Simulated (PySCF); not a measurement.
Ce⁺: excitation energy

Ce⁺ [Xe] 4f1 5d2 (high-spin determinant) → Ce⁺ [Xe] 5d3 (4F), as a difference of total energies. Computed with PySCF 2.14 in cc-pVDZ-X2C, with the spin-free X2C one-electron Hamiltonian (Gaussian nucleus). Correlated levels: valence: [Kr] 4d10 frozen. The calculations carry no spin-orbit coupling.

```tsv
method	excitation energy (cm⁻¹)
UHF	21046
MP2 (valence)	20424
SCS-MP2 (valence)	20777
CCSD (valence)	19866
CCSD(T) (valence)	19466
```

A first-order spin-orbit estimate (lowest level to lowest level, LS coupling) adds 0.117 eV.

The determinant of the lower state mixes LS terms, which raises its energy above the lowest term, most at the Hartree-Fock and MP2 levels.
